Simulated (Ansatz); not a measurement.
`O[SiH]1N=C1Cl` + H₂O → `OC1=N[SiH]1O` + HCl at 298.15 K and 1 bar (formal hydrolysis of a C–Cl bond).

Calculated with Ansatz (gas phase, PBE0-D4/def2-TZVP geometries, no zero-point term in ΔE). CCSD(T)/CBS adds triple-zeta CCSD(T) − MP2 to the extrapolated MP2 energy (def2 sets, frozen cores). This one scheme is used for every species. Each species was taken in one conformer, which may not be the lowest.

```csv
species,CCSD(T)/CBS energy (Eh),H − E (kJ/mol),S (J/(mol·K))
`O[SiH]1N=C1Cl`,-917.98521,106.4,321.3
H₂O,-76.37941,66.4,188.7
`OC1=N[SiH]1O`,-533.99158,143.7,310.4
HCl,-460.38127,26.6,186.8
```

H − E and S are ideal-gas, rigid-rotor, harmonic terms from PBE0-D4/def2-TZVP, for one conformer and one mirror image of each species. 1 Eh = 2625.50 kJ/mol, R = 8.31446 J/(mol·K).

**Question.** By hand: ΔE, ΔH, ΔS and ΔG.

**Answer.** ΔE = (-533.99158) + (-460.38127) − (-917.98521) − (-76.37941) = -0.00823 Eh = -21.6 kJ/mol. Δ(H − E) = 143.7 + 26.6 − 106.4 − 66.4 = -2.5, so ΔH = -24.1 kJ/mol. ΔS = 310.4 + 186.8 − 321.3 − 188.7 = -12.8 J/(mol·K). ΔG = -24.1 − 298.15 × (-12.8)/1000 = -20.3 kJ/mol.

**Question.** By hand: the equilibrium constant, and the temperature at which ΔG would vanish if ΔH and ΔS stayed fixed.

**Answer.** log₁₀ K = −ΔG/(RT ln 10) = 3.6. ΔG = 0 at ΔH/ΔS = 1883 K, though so small a ΔS makes that figure unsure.

The number of gas molecules stays the same, so ΔS is small and ΔH decides. A doubt of 5 kJ/mol in ΔE shifts log₁₀ K by 0.9 here. Other conformers and mirror images would add mixing entropy, several J/(mol·K) or more a flexible species. These are equilibria of isolated gas molecules and say nothing of rates. Largest T1 diagnostic: 0.014 (customary marks: 0.02 for closed shells, 0.045 for open ones).
